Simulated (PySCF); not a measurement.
# The 13-electron isoelectronic series, spin-free X2C

All values are computed (PySCF 2.14, energy differences of UHF-based or UKS calculations, no spin-orbit coupling). Each ion has its own even-tempered basis scaled to its charge (18s12p5d4f for the first); frozen: 1s2. Ionisation energies in eV, correlation energies of the ion in mhartree.

| ion | configuration | UHF | MP2 (outer shells) | CCSD (outer shells) | CCSD(T) (outer shells) | LDA | PBE | PBE0 | E_corr MP2 | NIST (with spin-orbit, Breit and QED) |
| --- | --- | --- | --- | --- | --- | --- | --- | --- | --- | --- |
| Br²²⁺ | [Ne] 3s2 3p1 (2P) | 962.53 | 963.09 | 963.09 | 963.10 | 964.06 | 964.39 | 964.20 | -445.6 | 963 ± 5 (s) |
| Kr²³⁺ | [Ne] 3s2 3p1 (2P) | 1041.8 | 1042.3 | 1042.3 | 1042.3 | 1043.3 | 1043.7 | 1043.5 | -447.8 | 1042 ± 5 (s) |
| Rb²⁴⁺ | [Ne] 3s2 3p1 (2P) | 1124.1 | 1124.6 | 1124.6 | 1124.6 | 1125.7 | 1126.1 | 1125.8 | -450.4 | 1125 ± 5 (s) |
| Sr²⁵⁺ | [Ne] 3s2 3p1 (2P) | 1209.6 | 1210.1 | 1210.1 | 1210.1 | 1211.2 | 1211.6 | 1211.4 | -453.3 | 1211 ± 6 (s) |
| Zr²⁷⁺ | [Ne] 3s2 3p1 (2P) | 1390.0 | 1390.5 | 1390.5 | 1390.5 | 1391.6 | 1392.1 | 1391.9 | -455.1 | 1392 ± 7 (s) |
| Mo²⁹⁺ | [Ne] 3s2 3p1 (2P) | 1583.1 | 1583.7 | 1583.6 | 1583.6 | 1584.8 | 1585.3 | 1585.1 | -461.2 | 1587 ± 8 (s) |
| Tc³⁰⁺ | [Ne] 3s2 3p1 (2P) | 1684.5 | 1684.9 | 1684.9 | 1684.9 | 1686.1 | 1686.7 | 1686.4 | -461.1 | 1689 ± 8 (s) |
| Ru³¹⁺ | [Ne] 3s2 3p1 (2P) | 1789.0 | 1789.5 | 1789.4 | 1789.4 | 1790.7 | 1791.3 | 1791.0 | -464.1 | 1794 ± 8 (s) |
| Rh³²⁺ | [Ne] 3s2 3p1 (2P) | 1896.7 | 1897.3 | 1897.2 | 1897.2 | 1898.4 | 1899.1 | 1898.8 | -467.2 | 1903 ± 9 (s) |

Question: Interpolate the row of Nb²⁸⁺.

Answer: configuration [Ne] 3s2 3p1 (2P); UHF 1485.0; MP2 (outer shells) 1485.5; CCSD (outer shells) 1485.5; CCSD(T) (outer shells) 1485.5; LDA 1486.6; PBE 1487.1; PBE0 1486.9; E_corr MP2 -458.3; NIST (with spin-orbit, Breit and QED) 1488 ± 7 (s).

Each ion has its own basis, which adds noise of up to about 0.1 % along the series.

NIST values marked (s) are semi-empirical, (t) theoretical. Open shells are high-spin determinants of the terms that Hund's rules give.

Spin-orbit coupling of the open shells is absent from the calculated values and included in NIST's; it grows fast with Z.
